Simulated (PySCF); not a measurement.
# Dipole response of In (indium, neutral)

[Kr] 4d10 5s2 5p1, 2P determinant. Computed with PySCF 2.14 in ANO-RCC-VTZP, with the spin-free X2C one-electron Hamiltonian (Gaussian nucleus). Coupled (time-dependent) response in atomic units; α is the mean over directions. The basis has no added diffuse functions, which lowers α and C₆.

```
 method  mean α (bohr³)         α xx, yy, zz  C₆ (like pair)  S(−4)
wB97X-V           40.71  37.42, 47.31, 37.42           413.5  512.3
```

S(−4) is the Cauchy moment in α(ω) = α(0) + S(−4) ω² + …

Reference α: 65 ± 4 bohr³ (recommended; Schwerdtfeger and Nagle, table of static dipole polarizabilities (2023 update)). Published C₆: 779.0 (Chu and Dalgarno (2004); Tang, Norbeck and Certain (1976)).

Spin-orbit coupling is absent.

α(iu) at wB97X-V:

```json
{"u (hartree)": "0", "α(iu) (bohr³)": "40.71"}
{"u (hartree)": "0.0500", "α(iu) (bohr³)": "39.48"}
{"u (hartree)": "0.100", "α(iu) (bohr³)": "36.30"}
{"u (hartree)": "0.200", "α(iu) (bohr³)": "28.06"}
{"u (hartree)": "0.300", "α(iu) (bohr³)": "21.11"}
{"u (hartree)": "0.500", "α(iu) (bohr³)": "12.84"}
{"u (hartree)": "0.750", "α(iu) (bohr³)": "8.102"}
{"u (hartree)": "1.00", "α(iu) (bohr³)": "5.794"}
{"u (hartree)": "1.50", "α(iu) (bohr³)": "3.610"}
{"u (hartree)": "2.00", "α(iu) (bohr³)": "2.548"}
{"u (hartree)": "3.00", "α(iu) (bohr³)": "1.482"}
{"u (hartree)": "5.00", "α(iu) (bohr³)": "0.6711"}
```

A single London oscillator, α(iu) = α/(1 + u²/ω²), gives C₆ = (3/4) ω α². Matching the computed C₆ needs ω = 4 × 413.5 / (3 × 40.71²) = 0.333 hartree.

The components differ because the open shell of this determinant is not spherical; for a pure term their mean is the scalar polarisability.
